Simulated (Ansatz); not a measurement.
Consider the formal exchange of groups at the Si–H bond: `N[SiH](O)Br` + `CCN=C=CO` → `CC[Si](N)(O)Br` + `N=C=CO`.

Calculated with Ansatz (gas phase, PBE0-D4/def2-TZVP geometries, no zero-point term in ΔE). CBS: MP2 limit from def2 TZ/QZ plus the TZ coupled-cluster correction, frozen cores. DFT in def2-TZVPP. B3LYP here is the variant with VWN-RPA as its local correlation; programs differ in this. For Br outer-core shells are correlated without core-valence functions, which leaves a few kJ/mol of doubt a bond. Scalar relativity is left out up to krypton. Each species was taken in one conformer, which may not be the lowest.

**Question.** Is it downhill or uphill in electronic energy at CCSD(T)/CBS, and by how much? (Estimate.)

**Answer.** Ansatz gave: Downhill: ΔE = -13.0 kcal/mol.

**Question.** What do these levels give: PBE-D4, B3LYP-D4, ωB97X-V, PBE, r2SCAN, PBE0, B3LYP, HF/def2-TZVPP, SCS-MP2/def2-TZVPP, CCSD/def2-TZVPP, SCS-MP2/def2-QZVPP, HF/CBS(def2)? (Best estimate.)

**Answer.** Computed: PBE-D4 -12.7, B3LYP-D4 -12.5, ωB97X-V -12.6, PBE -11.5, r2SCAN -12.8, PBE0 -12.1, B3LYP -10.6, HF/def2-TZVPP -9.8, SCS-MP2/def2-TZVPP -11.6, CCSD/def2-TZVPP -12.7, SCS-MP2/def2-QZVPP -11.7, HF/CBS(def2) -9.6 kcal/mol.

Largest T1 diagnostic among the species: 0.014.

The D4 term adds −2.0 kcal/mol with B3LYP and −1.1 kcal/mol with PBE0; it sums over pairs of atoms, weighted by their polarisabilities, and B3LYP, whose exchange is more repulsive, gets the larger term. In def2-TZVPP, CCSD(T) changes the Hartree–Fock value by −3.0 kcal/mol (the triples alone add −0.1 kcal/mol) and MP2 by −2.9 kcal/mol.
